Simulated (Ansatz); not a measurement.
Computed with Ansatz on PBE0-D4/def2-TZVP structures; ΔE is electronic, products minus reactants. CCSD(T)/CBS is the MP2 limit (def2-TZVPP, def2-QZVPP) plus CCSD(T) − MP2 in def2-TZVPP, frozen cores. This one scheme is used for every species. DFT in def2-TZVPP. Each species was taken in one conformer, which may not be the lowest.

Consider the redistribution: `N[SiH2]F` + `N[Si](F)(F)[SiH3]` → `N[SiH2][Si](N)(F)F` + `F[SiH3]`.

`N[SiH2]F`:

```xyz
7

N     0.380   -0.649    0.729
Si   -0.178    0.490   -0.396
F    -1.113   -0.114   -1.552
H    -0.208   -1.004    1.465
H     1.137   -1.278    0.520
H     0.993    1.073   -1.087
H    -1.011    1.481    0.320
```

`N[Si](F)(F)[SiH3]`:

Z-matrix (Å, degrees):
```
Si
F 1 1.593
F 1 1.598 2 104.5
N 1 1.690 2 106.0 3 -120.6
Si 1 2.334 2 112.3 3 116.6
H 4 1.006 1 122.0 2 -172.4
H 4 1.008 1 121.7 2 32.0
H 5 1.489 1 108.6 2 169.7
H 5 1.485 1 110.9 2 -70.5
H 5 1.486 1 109.9 2 50.9
```

`N[SiH2][Si](N)(F)F`:

```xyz
12

N     0.069    2.083    1.071
Si    0.519    0.427    1.038
Si   -0.689   -0.580   -0.689
N     0.070   -1.976   -1.264
F    -2.170   -1.015   -0.293
F    -0.911    0.548   -1.808
H    -0.098    2.573    0.207
H     0.397    2.705    1.792
H     1.968    0.142    0.778
H     0.205   -0.197    2.350
H     1.064   -2.018   -1.409
H    -0.424   -2.691   -1.774
```

`F[SiH3]`:

Cartesian coordinates in Å:
```
F -1.531 -0.263 -0.143
Si 0.040 0.007 0.004
H 0.492 -0.565 1.294
H 0.266 1.471 -0.025
H 0.733 -0.650 -1.129
```

| level | ΔE (kJ/mol) |
| --- | --- |
| ωB97X-V | 34.4 |
| PBE0 | 37.0 |
| MP2/def2-TZVPP | 34.3 |
| CCSD/def2-TZVPP | 35.1 |
| CCSD(T)/def2-TZVPP | 35.4 |
| MP2/def2-QZVPP | 33.9 |
| SCS-MP2/def2-QZVPP | 32.5 |
| MP2/CBS(def2) | 33.7 |

**Question.** What does CCSD(T)/CBS give? (Estimate.)

**Answer.** The calculation gave: +34.8 kJ/mol. The listed levels differ from it by -0.4, 2.2, -0.5, 0.3, 0.6, -0.9, -2.3, -1.1 kJ/mol.

Largest T1 diagnostic among the species: 0.012.
